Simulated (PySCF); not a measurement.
Molfile (atoms numbered from 1):
```
C9H17N
     RDKit          3D

 27 27  0  0  0  0  0  0  0  0999 V2000
    4.1537   -0.3675   -0.2438 C   0  0  0  0  0  0  0  0  0  0  0  0
    2.9669    0.4256   -0.1019 N   0  0  0  0  0  0  0  0  0  0  0  0
    1.8452   -0.1569   -0.0907 C   0  0  0  0  0  0  0  0  0  0  0  0
    0.5424    0.5750    0.0384 C   0  0  0  0  0  0  0  0  0  0  0  0
   -0.1916    0.5143   -1.3105 C   0  0  0  0  0  0  0  0  0  0  0  0
   -1.6734    0.8908   -1.2966 C   0  0  0  0  0  0  0  0  0  0  0  0
   -2.6030   -0.2748   -0.9642 C   0  0  0  0  0  0  0  0  0  0  0  0
   -2.5504   -0.7888    0.4697 C   0  0  0  0  0  0  0  0  0  0  0  0
   -1.1668   -1.1596    1.0009 C   0  0  0  0  0  0  0  0  0  0  0  0
   -0.2583    0.0468    1.2437 C   0  0  0  0  0  0  0  0  0  0  0  0
    3.9643   -1.4574   -0.3280 H   0  0  0  0  0  0  0  0  0  0  0  0
    4.7124   -0.0396   -1.1359 H   0  0  0  0  0  0  0  0  0  0  0  0
    4.8196   -0.1927    0.6172 H   0  0  0  0  0  0  0  0  0  0  0  0
    1.7705   -1.2651   -0.1893 H   0  0  0  0  0  0  0  0  0  0  0  0
    0.8099    1.6235    0.2441 H   0  0  0  0  0  0  0  0  0  0  0  0
   -0.0997   -0.5036   -1.7317 H   0  0  0  0  0  0  0  0  0  0  0  0
    0.3587    1.1658   -2.0076 H   0  0  0  0  0  0  0  0  0  0  0  0
   -1.9451    1.2675   -2.2961 H   0  0  0  0  0  0  0  0  0  0  0  0
   -1.8489    1.7332   -0.6040 H   0  0  0  0  0  0  0  0  0  0  0  0
   -2.3682   -1.1059   -1.6542 H   0  0  0  0  0  0  0  0  0  0  0  0
   -3.6427    0.0157   -1.1909 H   0  0  0  0  0  0  0  0  0  0  0  0
   -2.9807   -0.0256    1.1436 H   0  0  0  0  0  0  0  0  0  0  0  0
   -3.2154   -1.6653    0.5487 H   0  0  0  0  0  0  0  0  0  0  0  0
   -0.6810   -1.8867    0.3258 H   0  0  0  0  0  0  0  0  0  0  0  0
   -1.3010   -1.6912    1.9570 H   0  0  0  0  0  0  0  0  0  0  0  0
    0.4595   -0.1826    2.0487 H   0  0  0  0  0  0  0  0  0  0  0  0
   -0.8788    0.8683    1.6396 H   0  0  0  0  0  0  0  0  0  0  0  0
  1  2  1  0
  2  3  2  0
  3  4  1  0
  4  5  1  0
  5  6  1  0
  6  7  1  0
  7  8  1  0
  8  9  1  0
  9 10  1  0
 10  4  1  0
  1 11  1  0
  1 12  1  0
  1 13  1  0
  3 14  1  0
  4 15  1  0
  5 16  1  0
  5 17  1  0
  6 18  1  0
  6 19  1  0
  7 20  1  0
  7 21  1  0
  8 22  1  0
  8 23  1  0
  9 24  1  0
  9 25  1  0
 10 26  1  0
 10 27  1  0
M  END
```

Geometry: PBE0-D3(BJ)/def2-SVP; GIAO shifts from PySCF 2.14.0 with density-fitted response routines, gas phase, non-relativistic, averaged over equivalent atoms.

At KT2/pcSseg-1 (255 basis functions, 96 s wall time on 1 thread of an Arm Neoverse V1, shared host):
```csv
atoms,δ (ppm)
C3,161.0
C1,51.3
C4,46.7
C7/C8,37.3
C5/C10,34.4
C6/C9,28.1
N2,337.7
H14,7.33
H11/H12/H13,3.31
H15,2.32
H17/H27,1.70
H18/H24,1.64
H20/H23,1.57
H21/H22,1.53
H16/H26,1.47
H19/H25,1.46
```

Chemical shifts δ = σref − σ; ¹³C (183.22 ppm) and ¹H (31.18 ppm) vs TMS; NH3 for ¹⁵N (264.30 ppm), all at this level.

Estimate the result of repeating the calculation with PBE0/pcSseg-1.

## Answers


| atoms | δ at PBE0/pcSseg-1 | change |
| --- | --- | --- |
| C3 | 173.2 | +12.2 |
| C1 | 50.9 | -0.4 |
| C4 | 44.9 | -1.8 |
| C7/C8 | 35.1 | -2.2 |
| C5/C10 | 32.6 | -1.8 |
| C6/C9 | 26.2 | -1.9 |
| N2 | 363.6 | +25.9 |
| H14 | 7.41 | +0.08 |
| H11/H12/H13 | 3.32 | +0.01 |
| H15 | 2.31 | -0.01 |
| H17/H27 | 1.59 | -0.11 |
| H18/H24 | 1.50 | -0.14 |
| H20/H23 | 1.45 | -0.12 |
| H21/H22 | 1.42 | -0.11 |
| H16/H26 | 1.32 | -0.15 |
| H19/H25 | 1.35 | -0.11 |

Referencing at the same level of theory: ¹³C (σref 184.41) and ¹H (σref 31.27) vs TMS; ¹⁵N (σref 265.67) vs NH3.

The largest change is at N2 (imine nitrogen). Cost: 255 basis functions, 68 s wall time on 1 thread of an Arm Neoverse V1, shared host. The order of the carbon signals is the same at both levels.

Experimental scales use liquid or dissolved standards, which lie at an offset from isolated NH3 (liquid NH3: subtract about 20 ppm). Unscaled 15N shifts of sp2 nitrogen come out 20 to 40 ppm too high even then.
